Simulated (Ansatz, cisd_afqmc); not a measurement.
Species: W, charge 0, quintet.

Total energies in def2-TZVPP, 6 correlated electrons, 4 frozen orbitals. Open shells are spin-unrestricted; no spin-orbit coupling. Cores are frozen in correlated methods (noble-gas shells, and filled d and f shells in the p block). Past Kr the def2 sets carry scalar-relativistic core potentials. AFQMC/CISD: phaseless, guided by CISD from CCSD amplitudes; bars are statistical, one sigma. Outlying blocks are dropped, and bars are widened where a walk drifts. Over all cases where full CI ran beside it in this data, AFQMC minus full CI had a median of +0.1 mEh and passed +0.4 mEh in a tenth of the cases. The UHF reference of W ([W], quintet) is spin-contaminated (<S^2> up to 0.26 over the pure value in the sets run).

```tsv
method	program	energy (Eh)	minus CCSDTQ (mEh)
HF	Ansatz	-66.32163	110.54
MP2	Ansatz	-66.41314	19.03
CCSD	Ansatz	-66.42617	5.99
CCSD(T)	Ansatz	-66.43155	0.61
CCSDT(Q)	Ansatz	-66.43228	-0.12
CCSDTQ	Ansatz	-66.43217	0.00
AFQMC/CISD	cisd_afqmc	-66.4315 ± 0.0003	0.7 ± 0.3
```

Ansatz is a first-principles code.
